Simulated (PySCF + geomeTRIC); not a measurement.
Level of theory: BP86-D3(BJ)/def2-SVP (PySCF + geomeTRIC). fastk is a local helper that only speeds up exchange builds. No frequencies were computed at this level.

```python
import json, numpy as np
from pyscf import gto, dft
from fastk import lowrank_exchange
atoms = """
Sc    -0.000000    -0.000000     0.000000
F     -0.539679     1.632355    -0.358651
F      0.878475    -0.328089     1.484960
F     -0.338796    -1.304267    -1.126309
"""
def scf(charge, spin, dm0=None):
    mol = gto.M(atom=atoms, basis='def2-svp', ecp={}, charge=charge, spin=spin, verbose=3, max_memory=3780)
    mf = dft.KS(mol, xc='bp86').density_fit(auxbasis="def2-universal-jkfit")
    mf.disp = 'd3bj'
    mf.grids.level = 3
    mf.conv_tol = 1e-8
    mf.max_cycle = 120
    mf.level_shift = 0.25
    mf.kernel(dm0)
    if not mf.converged:
        mf = mf.newton().run(mf.mo_coeff, mf.mo_occ).undo_soscf()
    return mf
mf = scf(0, 0)
from pyscf.geomopt.geometric_solver import kernel as optimize
path = []
done, mol = optimize(mf, maxsteps=120, assert_convergence=False, callback=lambda env: path.append((env["energy"], bool(env["g_scanner"].converged))))
res = dict(converged=bool(done and path[-1][1]), energy=path[-1][0], path=[e for e, c in path], xyz=mol.atom_coords(unit="Angstrom").tolist(), nao=mol.nao)
json.dump(res, open("result.json", "w"))
```

Output:

```
converged SCF energy = -1060.24172335685
Geometry optimization cycle 1
converged SCF energy = -1060.24172335279
cycle 1: E = -1060.24172335  dE = -1060.24  norm(grad) = 0.0899793
Geometry optimization cycle 2
converged SCF energy = -1060.25186653479
cycle 2: E = -1060.25186653  dE = -0.0101432  norm(grad) = 0.0144365
Geometry optimization cycle 3
converged SCF energy = -1060.25223625526
cycle 3: E = -1060.25223626  dE = -0.00036972  norm(grad) = 0.00288875
Geometry optimization cycle 4
converged SCF energy = -1060.25225949442
cycle 4: E = -1060.25225949  dE = -2.32392e-05  norm(grad) = 0.000818405
Geometry optimization cycle 5
converged SCF energy = -1060.25226350395
cycle 5: E = -1060.2522635  dE = -4.00954e-06  norm(grad) = 0.00278741
Geometry optimization cycle 6
converged SCF energy = -1060.25227022279
cycle 6: E = -1060.25227022  dE = -6.71884e-06  norm(grad) = 0.00329216
Geometry optimization cycle 7
converged SCF energy = -1060.25227713506
cycle 7: E = -1060.25227714  dE = -6.91227e-06  norm(grad) = 0.00262825
Geometry optimization cycle 8
converged SCF energy = -1060.25228429411
cycle 8: E = -1060.25228429  dE = -7.15905e-06  norm(grad) = 0.00172666
Geometry optimization cycle 9
converged SCF energy = -1060.25228918831
cycle 9: E = -1060.25228919  dE = -4.8942e-06  norm(grad) = 0.000711231
Geometry optimization cycle 10
converged SCF energy = -1060.25228935078
cycle 10: E = -1060.25228935  dE = -1.62473e-07  norm(grad) = 0.000653261
<class 'geometric.internal.Distance'> : 3
<class 'geometric.internal.Angle'> : 2
<class 'geometric.internal.OutOfPlane'> : 1
<class 'geometric.internal.TranslationX'> : 1
<class 'geometric.internal.TranslationY'> : 1
<class 'geometric.internal.TranslationZ'> : 1
<class 'geometric.internal.RotationA'> : 1
<class 'geometric.internal.RotationB'> : 1
<class 'geometric.internal.RotationC'> : 1
Step    0 : Gradient = 4.499e-02/5.213e-02 (rms/max) Energy = -1060.2417233528
Step    1 : Displace = 7.966e-02/9.251e-02 (rms/max) Trust = 1.000e-01 (=) Grad = 7.218e-03/8.497e-03 (rms/max) E (change) = -1060.2518665348 (-1.014e-02) Quality = 0.748
Step    2 : Displace = 1.098e-02/1.279e-02 (rms/max) Trust = 1.000e-01 (=) Grad = 1.444e-03/1.861e-03 (rms/max) E (change) = -1060.2522362553 (-3.697e-04) Quality = 1.209
Step    3 : Displace = 3.169e-03/3.678e-03 (rms/max) Trust = 1.414e-01 (+) Grad = 4.092e-04/5.066e-04 (rms/max) E (change) = -1060.2522594944 (-2.324e-05) Quality = 0.797
Step    4 : Displace = 2.419e-03/2.604e-03 (rms/max) Trust = 2.000e-01 (+) Grad = 1.394e-03/1.780e-03 (rms/max) E (change) = -1060.2522635040 (-4.010e-06) Quality = 0.152
Step    5 : Displace = 1.199e-03/1.779e-03 (rms/max) Trust = 1.209e-03 (-) Grad = 1.613e-03/1.882e-03 (rms/max) E (change) = -1060.2522702228 (-6.719e-06) Quality = 0.137
Step    6 : Displace = 6.045e-04/7.331e-04 (rms/max) Trust = 5.993e-04 (-) Grad = 1.272e-03/1.484e-03 (rms/max) E (change) = -1060.2522771351 (-6.912e-06) Quality = 1.069
Step    7 : Displace = 8.441e-04/1.025e-03 (rms/max) Trust = 8.475e-04 (+) Grad = 7.986e-04/9.353e-04 (rms/max) E (change) = -1060.2522842941 (-7.159e-06) Quality = 1.087
Step    8 : Displace = 1.192e-03/1.481e-03 (rms/max) Trust = 1.199e-03 (+) Grad = 1.404e-04/1.683e-04 (rms/max) E (change) = -1060.2522891883 (-4.894e-06) Quality = 1.173
Step    9 : Displace = 3.215e-04/3.722e-04 (rms/max) Trust = 1.695e-03 (+) Grad = 1.424e-05/1.930e-05 (rms/max) E (change) = -1060.2522893508 (-1.625e-07) Quality = 1.150
Converged! =D
```

Cost: very roughly 70 core-seconds.
